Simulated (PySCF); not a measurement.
**Ionisation energy of Ba⁵⁴⁺ by level of theory**

Ba⁵⁴⁺ 1s2 → Ba⁵⁵⁺ 1s1 [1s1/2^1, M_J = 1/2], as a difference of total energies. Computed with PySCF 2.14 in an uncontracted even-tempered set (15 s from 140 bohr⁻², ratio 2.4; 11 p from 180 bohr⁻², ratio 2.4; 3 d from 560 bohr⁻², ratio 2.6; 3 f from 840 bohr⁻², ratio 2.6), with the two-component X2C-1e Hamiltonian. Correlated levels: nothing frozen; the 32 highest virtual spinors dropped. "Screened" scales the spin-orbit matrix elements by Boettger's factors to mimic the two-electron term; Breit and QED terms are absent.

| method | ionisation energy (eV) |
| --- | --- |
| GHF (screened spin-orbit) | 43564.2 |
| GMP2 (screened spin-orbit) | 43565.8 |
| GHF (bare spin-orbit) | 43564.2 |
| GMP2 (bare spin-orbit) | 43565.8 |

For this ion Breit and QED terms and the two-electron picture change, all absent here, outweigh the correlation shift from GHF to GMP2.

For comparison: 43485.4 eV (theoretical estimate listed by NIST; NIST Atomic Spectra Database, ionization energies).
